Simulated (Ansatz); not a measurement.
cis-VF2(H2O)4 (VO4F2H8), relaxed as a quartet with UKS PBE-D4/def2-SVP in Ansatz, starting from the GFN2-xTB geometry. Force threshold 0.02 eV/Å.

The relaxation made no stability test and no search for a lower SCF solution. No other spin state of charge 0 was run. Another isomer (quartet) lies 0.04 eV lower at PBE-D4/def2-SVP; other spin states weren't run for this one.

Start:

Cartesian coordinates in Å:
```
F 0.321 -1.532 1.246
F 1.730 0.997 0.115
O -0.357 1.614 -1.391
O -1.900 -1.025 -0.104
O -0.471 1.027 1.921
O 1.178 -1.211 -1.452
V 0.077 -0.020 0.051
H -0.265 1.225 -2.268
H 0.487 2.048 -1.196
H -2.504 -0.502 0.435
H -1.599 -1.755 0.455
H 0.306 1.599 1.834
H -0.145 0.255 2.413
H 1.156 -1.983 -0.866
H 1.985 -0.737 -1.191
```

```json
{"step": "1", "energy (eV)": "-39410.6816", "largest force component (eV/Å)": "1.039", "SCF passes": "21"}
{"step": "2", "energy (eV)": "-39410.8896", "largest force component (eV/Å)": "0.364", "SCF passes": "25"}
{"step": "3", "energy (eV)": "-39410.9707", "largest force component (eV/Å)": "0.812", "SCF passes": "24"}
{"step": "4", "energy (eV)": "-39411.0401", "largest force component (eV/Å)": "0.399", "SCF passes": "21"}
{"step": "5", "energy (eV)": "-39411.0715", "largest force component (eV/Å)": "0.154", "SCF passes": "21"}
{"step": "6", "energy (eV)": "-39411.0830", "largest force component (eV/Å)": "0.074", "SCF passes": "20"}
{"step": "7", "energy (eV)": "-39411.0867", "largest force component (eV/Å)": "0.074", "SCF passes": "21"}
{"step": "8 (rejected)", "energy (eV)": "-39411.0867", "largest force component (eV/Å)": "0.693", "SCF passes": "22"}
{"step": "9", "energy (eV)": "-39411.0957", "largest force component (eV/Å)": "0.034", "SCF passes": "20"}
{"step": "10", "energy (eV)": "-39411.1021", "largest force component (eV/Å)": "0.174", "SCF passes": "20"}
{"step": "11", "energy (eV)": "-39411.1063", "largest force component (eV/Å)": "0.308", "SCF passes": "21"}
{"step": "12", "energy (eV)": "-39411.1105", "largest force component (eV/Å)": "0.013", "SCF passes": "20"}
```

Force components are those of the run's own axes.

End:

Cartesian coordinates in Å:
```
F 0.139 -1.386 1.454
F 1.804 0.878 -0.167
O -0.142 1.621 -1.506
O -1.932 -1.079 0.132
O -0.652 0.908 1.873
O 1.118 -1.030 -1.564
V -0.021 0.006 -0.014
H -0.084 1.216 -2.394
H 0.819 1.712 -1.214
H -2.554 -0.527 0.646
H -1.393 -1.562 0.833
H 0.028 1.553 2.144
H -0.300 0.008 2.179
H 1.355 -1.915 -1.228
H 1.815 -0.404 -1.175
```

By distances, no bond broke or formed. The bond that changes most is F2–V7, from 1.94 to 2.03 Å (atoms count from 1). A close non-bonded pair moves further: F2–H15, from 2.19 to 1.63 Å.

No frequencies were taken in this run, so the end may be a saddle point.

Hardware: 4 threads of Arm Neoverse V2 on a shared host. Wall time 27 s.
